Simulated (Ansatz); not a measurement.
Two isomers of C2H7NSSi: A = `C/N=C\[SiH2]S`, B = `C=CS[SiH2]N`.

Isolated molecules relaxed with PBE0-D4/def2-TZVP in Ansatz; ΔE leaves out vibrations. CBS: MP2 limit from def2 TZ/QZ plus the TZ coupled-cluster correction, frozen cores. Functionals use def2-TZVPP. B3LYP here is the variant with VWN-RPA as its local correlation; programs differ in this. Each species was taken in one conformer, which may not be the lowest.

(1) Which is lower in electronic energy at CCSD(T)/CBS, and by how much? (Estimate.)

(2) Give E(B) − E(A) in kcal/mol with ωB97M-V, HF/def2-TZVPP, PBE0-D4, B3LYP, B3LYP-D4, B2PLYP, CCSD(T)/def2-TZVPP. (Best estimate.)

Largest T1 diagnostic: 0.012.

Results:

(1) Ansatz gave: B, by 25.7 kcal/mol.

(2) The calculation gave: ωB97M-V -24.8, HF/def2-TZVPP -25.2, PBE0-D4 -24.0, B3LYP -24.3, B3LYP-D4 -24.1, B2PLYP -25.0, CCSD(T)/def2-TZVPP -23.8. None reverses the order clearly.

From PBE to PBE0 (25 % exact exchange), in def2-TZVPP and without D4, E(B) − E(A) moves by −1.4 kcal/mol.
